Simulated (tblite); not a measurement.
Compound: C5H13PSSi.
Geometry (GFN2-xTB, Å), atoms numbered from 1 in this order:
```
atom  x, y, z in Å
C1     3.344   -0.110    0.420
Si2    1.691   -0.588    1.219
P3     0.158   -0.751   -0.416
C4    -0.097    1.063   -0.780
C5    -1.377    1.281   -1.570
S6    -2.860    1.023   -0.547
C7    -2.624   -0.737   -0.147
C8    -1.354   -0.972    0.653
H9     3.640   -0.841   -0.328
H10    3.288    0.858   -0.069
H11    4.131   -0.060    1.165
H12    1.335    0.404    2.247
H13    1.770   -1.908    1.854
H14   -0.130    1.645    0.145
H15    0.757    1.402   -1.375
H16   -1.438    0.603   -2.424
H17   -1.453    2.310   -1.923
H18   -2.612   -1.294   -1.087
H19   -3.510   -1.017    0.425
H20   -1.326   -0.294    1.511
H21   -1.342   -2.001    1.026
```

Method: GFN2-xTB as coded in tblite; computed harmonic values from a numerical Hessian at the method's own geometry, unscaled. The method is semi-empirical: single wavenumbers can be off by several per cent or more. Modes of hydrogen on silicon can be 10 to 20 % off. One conformer, not necessarily the lowest.

Harmonic wavenumbers (cm⁻¹): 30.6, 76.8, 96.8, 118.2, 165.6, 194.9, 206.1, 250.2, 292.7, 335.2, 410.7, 419.4, 508.2, 555.1, 641.6, 653.0, 682.6, 685.4, 690.2, 751.9, 778.9, 795.5, 823.0, 832.3, 868.6, 870.1, 931.8, 1036.9, 1043.4, 1073.1, 1106.7, 1131.6, 1163.2, 1247.6, 1252.9, 1254.2, 1268.2, 1365.8, 1423.9, 1430.7, 1438.8, 1442.7, 1480.2, 1484.2, 2171.5, 2223.7, 2930.1, 2934.8, 2941.7, 2943.2, 2953.7, 2955.3, 2985.1, 2985.8, 3034.2, 3039.6, 3051.9.

A = 2622, B = 656.7, C = 581.2 MHz; mass 164.024 u (most abundant isotopes); point group C1, symmetry number 1.

What is the zero-point energy?

½Σν̃ = 36230 cm⁻¹ = 103.59 kcal/mol.

Give the ideal-gas entropy at 350 K and 1 bar in the rigid-rotor, harmonic-oscillator model (classical rotation).

Translation 42.02, rotation 30.63, vibration 40.67: S = 113.3 cal/(mol K).

And Cp and H(350 K) − H(0)?

Cp = 49.99 cal/(mol K), of which vibrations give 42.04 (their classical limit is 57 R = 113.3); H(350 K) − H(0) = 10.19 kcal/mol without the zero-point energy, 7.41 from vibrations.

Which modes carry the vibrational entropy at 350 K?

30.6 cm⁻¹: 6.11; 76.8 cm⁻¹: 4.29; 96.8 cm⁻¹: 3.83; 118.2 cm⁻¹: 3.44; 165.6 cm⁻¹: 2.79; 194.9 cm⁻¹: 2.48 cal/(mol K); the other 51 give 17.73 together.

Blend soft modes into free rotors: weight 1/[1 + (100 cm⁻¹/ν̃)⁴] for the oscillator and the rest for a rotor with moment μB/(μ + B), μ = h/(8π²ν), B = 10⁻⁴⁴ kg m². What vibrational entropy results?

37.37 cal/(mol K) in place of 40.67, which changes −T·S at 350 K by +1.16 kcal/mol.

What must be added to the electronic energy to get the Gibbs energy at 350 K and 1 bar?

ZPE + [H(350 K) − H(0)] − T·S = 103.59 + 10.19 − 39.66 = 74.12 kcal/mol.

How do the functions run with temperature in this model?

```
 T (K)  S (cal/(mol K))  Cp (cal/(mol K))  H − H(0) (kcal/mol)  G − H(0) (kcal/mol)  ln q(vib)
   150             82.4              26.2                 2.56                -9.80       3.72
   250             98.6              38.1                 5.77               -18.87       6.77
298.15            105.8              44.0                 7.75               -23.79       8.24
   400            120.3              55.3                12.82               -35.31      11.34
   600            146.2              72.1                25.68               -62.03      17.31
   900            178.7              88.0                49.90              -110.92      25.69
```

q(vib) and H(0) count from the zero-point level.

Hindered rotation and anharmonicity are outside this model. Other conformers, if any are populated, would add a mixing term that is left out. The structure is chiral; the term R ln 2 for an equal mix with its mirror image is left out.
